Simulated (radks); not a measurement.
Q: The oxygen ion O+, [He] 2s2 2p3. Method: non-relativistic Kohn-Sham, PBE, spin-polarised, spherical densities, point nucleus; computed with a radial shooting solver on a logarithmic mesh with Libxc functionals. Every spin shell is full or empty, so the densities are truly spherical. Functionals are evaluated on that one density, not self-consistently. Rank these orbital-free kinetic functionals by their error against the exact value of the orbitals, and give that value: Thomas-Fermi, von Weizsacker, TF + vW, TF + vW/9, TF + vW/5, LC94, APBEK, revAPBEK, Perdew 92, Thakkar, Pearson, LKT, PG1, DePristo-Kress, Ernzerhof.

A: Exact: 74.3334 hartree. From best to worst, with 100 (|E| - |E exact|)/|E exact| (equal figures are ties): LC94 +0.13, Perdew 92 -0.17, Thakkar +0.18, TF + vW/9 -0.19, APBEK +0.21, DePristo-Kress -0.61, revAPBEK +0.82, Ernzerhof +1.20, Pearson -2.98, TF + vW/5 +6.80, Thomas-Fermi -8.93, von Weizsacker -21.34, PG1 +36.59, LKT +43.37, TF + vW +69.73.
